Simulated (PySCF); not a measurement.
C₄H₁₁In, SMILES C[CH2][In]([CH3])[CH3].

Coordinates come from a PBE0-D3(BJ)/def2-SVP optimisation. The isomer is the one that the SMILES or the coordinates give; other isomers of the formula were not compared. The def2 effective core potentials stand for the cores of In; spin–orbit coupling is left out. The values are those of a single conformer.

Method: CAM-B3LYP/def2-TZVP (PySCF).

Computed frontier levels, gap, dipole moment and polarisability:
* **highest occupied level**: -7.90 eV
* **lowest empty level**: -0.13 eV
* **orbital gap**: 7.77 eV
* **dipole moment**: 0.17 D
* **quadrupole, principal values (traceless, Buckingham form, about the centre of nuclear charge)**: -4.74, -2.70, 7.43 D·Å
* **mean static polarisability**: 87.9 bohr³ (13.02 Å³)
* **polarisability, principal values**: 66.0, 93.5, 104.2 bohr³
